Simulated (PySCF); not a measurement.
C2H4BF3, SMILES FCB(F)CF. The structure is a stationary point at PBE-D3(BJ)/def2-SVP. This is a generated structure with no PubChem entry under its InChIKey; it may be hypothetical. Other conformers were not sampled.

All values below come from PBE-D3(BJ)/def2-SVP (PySCF).

Harmonic wavenumbers (cm⁻¹): 92, 100, 129, 216, 322, 413, 511, 592, 709, 897, 1034, 1064, 1121, 1188, 1198, 1250, 1334, 1365, 1376, 1397, 2922, 2928, 2957, 2971. Rotational constants (GHz): 5.131, 2.187, 1.563; symmetry number 1.

Work out the zero-point energy and the ideal-gas rigid-rotor harmonic-oscillator thermochemistry at 298.15 K and 1 atm.

ZPE = ½ Σ hcν = ½ × 28084 cm⁻¹ = 40.15 kcal/mol. H − E(el) = 45.09 kcal/mol. Entropy in cal/(mol K): translation 39.59, rotation 27.31, vibration 16.20, total 83.10. G − E(el) = 20.32 kcal/mol. Cp = 24.24 cal/(mol K). Modes under 150 cm⁻¹ make the vibrational entropy uncertain.
